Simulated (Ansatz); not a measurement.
One change: `[CH3][In]([SiH3])[Cl]` becomes `C[O][In]([CH3])[Cl]`.

Ansatz, PBE0-D4/def2-TZVP geometries, multiplicity 1. Each molecule was computed in one conformer, which needn't be the lowest.

Elements past krypton have def2 core potentials.

| property | `[CH3][In]([SiH3])[Cl]` |
| --- | --- |
| size of the dipole moment (PBE/def2-TZVPP) / D | 3.18 |
| LUMO energy (PBE/def2-TZVPP) / eV | -2.54 |
| LUMO energy (B3LYP/def2-TZVPP) / eV | -2.08 |
| size of the dipole moment (B3LYP/def2-TZVPP) / D | 3.31 |
| HOMO–LUMO gap (PBE/def2-TZVPP) / eV | 3.77 |
| HOMO–LUMO gap (B3LYP/def2-TZVPP) / eV | 5.11 |

Q: Give the same properties after the change, and the shifts. (Best estimate.)

A: The calculation gave: 
```tsv
property	`C[O][In]([CH3])[Cl]`	shift
size of the dipole moment (PBE/def2-TZVPP) / D	2.51	-0.67
LUMO energy (PBE/def2-TZVPP) / eV	-2.11	0.43
LUMO energy (B3LYP/def2-TZVPP) / eV	-1.55	0.53
size of the dipole moment (B3LYP/def2-TZVPP) / D	2.56	-0.75
HOMO–LUMO gap (PBE/def2-TZVPP) / eV	3.98	0.21
HOMO–LUMO gap (B3LYP/def2-TZVPP) / eV	5.78	0.67
```

With PBE0 the HOMO falls by 0.14 eV and the LUMO rises by 0.61 eV, so the gap widens by about 0.75 eV. PBE moves the HOMO by 0.22 eV and ωB97M-V by -0.53 eV. Dipoles are sizes alone; their direction can turn.

B3LYP here is the variant with VWN-RPA as its local correlation; programs differ in this.
